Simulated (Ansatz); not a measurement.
Start from `C[S][Cd][OH]` and change one atom or group to get `C[S][Cd][S]C`.

Ansatz, PBE0-D4/def2-TZVP geometries, multiplicity 1. Each molecule was computed in one conformer, which needn't be the lowest.

Elements past krypton have def2 core potentials.

```tsv
property	`C[S][Cd][OH]`
HOMO–LUMO gap (PBE/def2-TZVPP) / eV	3.46
LUMO energy (B3LYP/def2-TZVPP) / eV	-1.58
HOMO energy (PBE0/def2-TZVPP) / eV	-6.74
size of the dipole moment (B3LYP/def2-TZVPP) / D	1.94
HOMO–LUMO gap (PBE0/def2-TZVPP) / eV	5.47
LUMO energy (PBE/def2-TZVPP) / eV	-2.10
```

Q: Give the same properties after the change, and the shifts. (Estimate.)

A: Computed: 
```csv
property,`C[S][Cd][S]C`,shift
HOMO–LUMO gap (PBE/def2-TZVPP) / eV,3.54,0.08
LUMO energy (B3LYP/def2-TZVPP) / eV,-1.42,0.16
HOMO energy (PBE0/def2-TZVPP) / eV,-6.64,0.10
size of the dipole moment (B3LYP/def2-TZVPP) / D,1.81,-0.13
HOMO–LUMO gap (PBE0/def2-TZVPP) / eV,5.49,0.02
LUMO energy (PBE/def2-TZVPP) / eV,-1.94,0.16
```

Dipoles are sizes alone; their direction can turn.

B3LYP here is the variant with VWN-RPA as its local correlation; programs differ in this.
